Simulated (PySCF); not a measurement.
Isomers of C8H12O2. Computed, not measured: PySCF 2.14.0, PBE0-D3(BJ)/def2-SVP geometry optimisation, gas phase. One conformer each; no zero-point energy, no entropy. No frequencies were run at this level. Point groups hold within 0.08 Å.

Question: Rank from lowest to highest electronic energy at this level (kcal/mol).
A. `[CH3:1][CH2:2][C@@H:3]1[CH2:4][C:5](=[O:6])[CH2:7][CH2:8][C:9]1=[O:10]` with C1–C2–C3–C4 -179°, C2–C3–C4–C5 -70°, C3–C4–C5–O6 128°, C4–C5–C7–C8 49°, C5–C7–C8–C9 -46°
B. `[CH2:1]=[C:2]1[CH2:3][CH2:4][CH2:5][C@H:6]([C:7](=[O:8])[OH:9])[CH2:10]1` with C5–C6–C7–O8 -104°, C6–C7–O9–H -178°, C1–C2–C3–C4 126°, C2–C3–C4–C5 53°, C3–C4–C5–C6 -55°, C4–C5–C6–C7 179°
C. `[CH2:1]=[C:2]([CH3:3])[CH2:4]/[CH:5]=[CH:6]/[O:7][C:8]([CH3:9])=[O:10]` with C1–C2–C4–C5 116°, C2–C4–C5–C6 118°, C5–C6–O7–C8 -179°, C6–O7–C8–C9 179°
D. `[CH3:1][C@@:2]1([O:3][CH:4]=[O:5])[CH2:6][CH:7]=[CH:8][CH2:9][CH2:10]1` with C1–C2–O3–C4 63°, C2–O3–C4–O5 -1°, C1–C2–C6–C7 167°, C2–C6–C7–C8 -14°, C7–C8–C9–C10 -15°, C8–C9–C10–C2 46°
E. `[O:1]=[CH:2][O:3][C@@H:4]1[CH2:5][CH2:6][C:7]2([CH2:8][CH2:9]2)[CH2:10]1` with O1–C2–O3–C4 -1°, C2–O3–C4–C5 -165°, O3–C4–C5–C6 -162°, C4–C5–C6–C7 40°, C5–C6–C7–C8 117°, C6–C7–C8–C9 111°
F. `[CH3:1][O:2][C:3](=[O:4])[C@@H:5]1[CH2:6][CH:7]=[CH:8][CH2:9][CH2:10]1` with C1–O2–C3–O4 0°, O2–C3–C5–C6 52°, C3–C5–C6–C7 -170°, C5–C6–C7–C8 15°, C7–C8–C9–C10 14°, C8–C9–C10–C5 -45°

Answer: B (0.0), A (7.6), D (11.5), F (11.6), E (21.7), C (32.8).

As drawn, the lowest has an O–H bond, which the highest lacks. Neighbours under 2.5 kcal/mol apart (C[C@@]1(OC=O)CC=CCC1 and COC(=O)[C@@H]1CC=CCC1) can change places with a better method, another conformer or zero-point energy.

| SMILES | E (Eh) | E rel (kcal/mol) | dipole (D) | point group | A, B, C (MHz) |
| --- | --- | --- | --- | --- | --- |
| C=C1CCC[C@H](C(=O)O)C1 | -461.69404 | 0.0 | 1.75 | C1 | 2423, 880.0, 725.9 |
| CC[C@@H]1CC(=O)CCC1=O | -461.68191 | 7.6 | 0.39 | C1 | 1864, 1123, 876.4 |
| C[C@@]1(OC=O)CC=CCC1 | -461.67565 | 11.5 | 2.04 | C1 | 2122, 1126, 1024 |
| COC(=O)[C@@H]1CC=CCC1 | -461.67562 | 11.6 | 1.79 | C1 | 2916, 783.0, 733.6 |
| O=CO[C@@H]1CCC2(CC2)C1 | -461.65946 | 21.7 | 1.94 | C1 | 2858, 800.5, 701.2 |
| C=C(C)C/C=C/OC(C)=O | -461.64183 | 32.8 | 1.55 | C1 | 3811, 462.1, 453.3 |
